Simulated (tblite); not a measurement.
Record of a relaxation.

C5H9BF2.
Numbering: `[BH2:1]/[CH:2]=[CH:3]/[C@@H:4]([CH3:5])[CH:6]([F:7])[F:8]` (hydrogens: H9, H10 on B1; H11 on C2; H12 on C3; H13 on C4; H14, H15, H16 on C5; H17 on C6)

Computed with GFN2-xTB (tblite), gas phase: L-BFGS steps from a force-field or distance-geometry start until the largest atomic force falls under 0.01 eV/Å. 6 of its 125 geometries are shown.

Step 0: E = -706.2384 eV, largest atomic force 1.464 eV/Å
```
atom  x, y, z in Å  |  force x, y, z in eV/Å
B1      2.841   -1.127   -0.674   -0.520   0.044   0.085
C2      1.318   -1.081   -0.263    1.400  -0.295  -0.311
C3      0.724    0.063    0.068   -0.797  -0.273  -0.013
C4     -0.740    0.105    0.472    0.171   0.116   1.052
C5     -1.077    1.438    1.151   -0.262   0.595   0.035
C6     -1.660   -0.170   -0.729    0.253   0.304   0.145
F7     -1.493    0.815   -1.694   -0.489  -0.889   0.823
F8     -2.973   -0.195   -0.321    0.786   0.195  -0.566
H9      3.475   -0.134   -0.719   -0.195  -0.235   0.043
H10     3.335   -2.157   -0.941   -0.031   0.113   0.029
H11     0.772   -2.025   -0.224   -0.080   0.320   0.030
H12     1.277    0.993    0.049   -0.200  -0.057  -0.005
H13    -0.914   -0.700    1.247    0.022   0.460  -0.870
H14    -0.414    1.603    2.021   -0.389  -0.137  -0.486
H15    -2.132    1.452    1.498    0.695  -0.032  -0.229
H16    -0.936    2.282    0.443   -0.101  -0.523   0.410
H17    -1.410   -1.151   -1.175   -0.263   0.294  -0.171
```

Step 25: E = -706.4099 eV, largest atomic force 0.044 eV/Å
```
atom  x, y, z in Å  |  force x, y, z in eV/Å
B1      2.832   -1.132   -0.688    0.000  -0.002   0.007
C2      1.363   -1.103   -0.228   -0.035   0.011   0.013
C3      0.710    0.024    0.077   -0.026   0.028   0.014
C4     -0.727    0.095    0.515   -0.024   0.037   0.000
C5     -1.077    1.443    1.145    0.003   0.001   0.007
C6     -1.626   -0.153   -0.703    0.012  -0.005  -0.008
F7     -1.509    0.851   -1.603   -0.028  -0.002  -0.017
F8     -2.934   -0.192   -0.348    0.016   0.019   0.016
H9      3.442   -0.137   -0.723    0.014  -0.001  -0.010
H10     3.332   -2.145   -0.986    0.014  -0.003  -0.014
H11     0.804   -2.030   -0.137    0.000  -0.017   0.024
H12     1.213    0.977   -0.005    0.013   0.007  -0.014
H13    -0.937   -0.717    1.222   -0.021   0.009  -0.028
H14    -0.445    1.629    2.010   -0.014  -0.018  -0.002
H15    -2.119    1.454    1.461    0.031  -0.014   0.008
H16    -0.930    2.245    0.424    0.013  -0.027   0.009
H17    -1.399   -1.095   -1.225    0.032  -0.022  -0.005
```

Step 50: E = -706.4161 eV, largest atomic force 0.031 eV/Å
```
atom  x, y, z in Å  |  force x, y, z in eV/Å
B1      2.822   -1.138   -0.684    0.020   0.000   0.000
C2      1.383   -1.100   -0.136    0.022  -0.010  -0.002
C3      0.701    0.032    0.059   -0.014   0.003  -0.012
C4     -0.733    0.096    0.499   -0.012   0.020   0.018
C5     -1.072    1.428    1.163   -0.006   0.013   0.005
C6     -1.621   -0.133   -0.731   -0.003   0.008  -0.001
F7     -1.539    0.901   -1.600    0.003   0.027  -0.010
F8     -2.927   -0.225   -0.380   -0.012   0.006   0.016
H9      3.440   -0.147   -0.752   -0.008  -0.021  -0.005
H10     3.288   -2.150   -1.039    0.002   0.014   0.012
H11     0.859   -2.027    0.079    0.007  -0.006   0.000
H12     1.160    0.988   -0.148    0.027   0.006  -0.014
H13    -0.952   -0.731    1.184   -0.006  -0.028  -0.007
H14    -0.450    1.569    2.044   -0.017   0.004  -0.013
H15    -2.117    1.449    1.463    0.011  -0.010  -0.004
H16    -0.893    2.248    0.470   -0.008   0.000   0.015
H17    -1.356   -1.048   -1.282   -0.006  -0.025   0.002
```

Step 74: E = -706.4196 eV, largest atomic force 0.048 eV/Å
```
atom  x, y, z in Å  |  force x, y, z in eV/Å
B1      2.845   -1.144   -0.662   -0.022   0.001  -0.005
C2      1.416   -1.082   -0.089   -0.005  -0.015   0.005
C3      0.695    0.041    0.005    0.043  -0.015  -0.015
C4     -0.732    0.088    0.467    0.024  -0.003   0.012
C5     -1.069    1.394    1.181   -0.015   0.018   0.016
C6     -1.646   -0.097   -0.750    0.003   0.001   0.002
F7     -1.551    0.950   -1.604   -0.018  -0.028   0.004
F8     -2.946   -0.158   -0.368   -0.010   0.005  -0.033
H9      3.454   -0.160   -0.817    0.000   0.018   0.000
H10     3.310   -2.175   -0.957    0.006   0.001   0.017
H11     0.922   -1.996    0.229    0.017  -0.014  -0.011
H12     1.117    0.987   -0.305   -0.017  -0.002  -0.008
H13    -0.936   -0.763    1.126   -0.012  -0.018   0.010
H14    -0.454    1.504    2.069    0.024   0.002   0.006
H15    -2.115    1.396    1.478   -0.029   0.007   0.019
H16    -0.896    2.242    0.523    0.015   0.011  -0.015
H17    -1.420   -1.015   -1.317   -0.004   0.031  -0.004
```

Step 99: E = -706.4291 eV, largest atomic force 0.017 eV/Å
```
atom  x, y, z in Å  |  force x, y, z in eV/Å
B1      2.889   -1.102   -0.574   -0.004   0.017   0.001
C2      1.459   -1.075    0.000    0.000   0.000  -0.008
C3      0.634   -0.031   -0.135   -0.010  -0.013   0.003
C4     -0.772    0.030    0.385   -0.005  -0.006  -0.004
C5     -0.997    1.294    1.219    0.001   0.004  -0.005
C6     -1.738    0.006   -0.804   -0.003   0.000  -0.005
F7     -1.581    1.096   -1.593   -0.006  -0.002   0.008
F8     -3.027    0.029   -0.385    0.000  -0.005   0.008
H9      3.332   -0.134   -1.057    0.005  -0.010  -0.004
H10     3.526   -2.082   -0.531   -0.008  -0.001   0.007
H11     1.069   -1.937    0.533    0.007   0.003   0.002
H12     0.958    0.855   -0.664    0.007   0.004   0.006
H13    -0.995   -0.858    0.986    0.001  -0.004   0.000
H14    -0.296    1.317    2.050    0.001   0.003  -0.003
H15    -2.010    1.311    1.613   -0.002  -0.010  -0.012
H16    -0.846    2.179    0.606    0.012   0.011   0.005
H17    -1.611   -0.886   -1.439    0.004   0.010  -0.001
```

Step 124: E = -706.4310 eV, largest atomic force 0.010 eV/Å
```
atom  x, y, z in Å  |  force x, y, z in eV/Å
B1      2.908   -1.087   -0.536    0.000   0.004   0.007
C2      1.477   -1.054    0.035    0.006  -0.001   0.003
C3      0.610   -0.063   -0.200   -0.004   0.001  -0.002
C4     -0.786    0.009    0.343    0.001   0.003   0.004
C5     -0.960    1.249    1.226    0.000   0.002   0.001
C6     -1.780    0.052   -0.822    0.002   0.000   0.002
F7     -1.653    1.191   -1.543    0.002  -0.002  -0.002
F8     -3.058    0.036   -0.367    0.000  -0.003   0.003
H9      3.294   -0.192   -1.179   -0.002   0.004  -0.006
H10     3.603   -2.003   -0.328    0.002  -0.007   0.001
H11     1.125   -1.867    0.665   -0.003  -0.009  -0.003
H12     0.899    0.778   -0.816    0.000   0.007  -0.005
H13    -1.016   -0.893    0.920   -0.003   0.001   0.000
H14    -0.265    1.210    2.060   -0.002   0.000  -0.001
H15    -1.975    1.291    1.613    0.002   0.000  -0.003
H16    -0.768    2.151    0.650    0.002  -0.003   0.001
H17    -1.663   -0.796   -1.514   -0.002   0.001  -0.002
```

Task: Summarise the path.

Result: The energy falls by 18.58 kJ/mol from step 0 to step 124; nine tenths of that is first reached at step 30. It falls at every step. The largest force goes from 1.464 to 0.010 eV/Å. Among the bonds B1–C2 changes most (a near tie, within 0.001 Å, with another), from 1.578 to 1.541 Å; the atoms move by 0.487 Å rms after alignment.

Task: Follow the three bonds and two angles with the largest change from start to end.

Result: 
```
step  E above end (kJ/mol)  largest force (eV/Å)  B1–C2 (Å)  C4–H13 (Å)  C6–F7 (Å)  C3–C2–H11 (°)  C2–C3–C4 (°)
   0                 18.58                 1.464      1.578       1.131      1.389          120.8         121.4
   5                  3.03                 0.099      1.541       1.096      1.354          117.0         124.5
  11                  2.52                 0.066      1.541       1.097      1.354          116.6         124.6
  16                  2.31                 0.073      1.539       1.096      1.353          116.6         124.7
  22                  2.14                 0.050      1.541       1.097      1.354          116.7         124.7
  27                  1.96                 0.051      1.540       1.097      1.354          116.9         125.1
  32                  1.77                 0.037      1.541       1.096      1.353          117.1         124.9
  38                  1.66                 0.042      1.542       1.096      1.354          116.7         125.0
  43                  1.53                 0.031      1.539       1.096      1.353          116.8         124.5
  49                  1.45                 0.026      1.540       1.096      1.354          116.6         124.5
  54                  1.36                 0.035      1.540       1.097      1.354          116.4         124.5
  59                  1.29                 0.026      1.541       1.096      1.353          116.6         124.5
  65                  1.22                 0.025      1.540       1.096      1.354          116.6         124.3
  70                  1.15                 0.029      1.540       1.096      1.353          116.3         124.0
  75                  1.05                 0.092      1.541       1.095      1.354          116.1         124.2
  81                  0.67                 0.044      1.542       1.096      1.354          116.4         125.0
  86                  0.45                 0.056      1.540       1.095      1.353          117.0         125.4
  92                  0.25                 0.023      1.541       1.095      1.354          116.7         125.3
  97                  0.19                 0.017      1.541       1.095      1.354          116.6         125.2
 102                  0.15                 0.025      1.541       1.095      1.354          116.7         125.2
 108                  0.09                 0.018      1.542       1.095      1.354          116.5         125.2
 113                  0.05                 0.014      1.541       1.095      1.354          116.6         125.2
 119                  0.02                 0.019      1.541       1.095      1.354          116.6         125.2
 124                  0.00                 0.010      1.541       1.095      1.354          116.5         125.1
```

What follows is the cost of the whole relaxation. Hardware: an Arm Neoverse N1 with one thread, no GPU, on a shared host. Cost: 1.2 s of wall time.
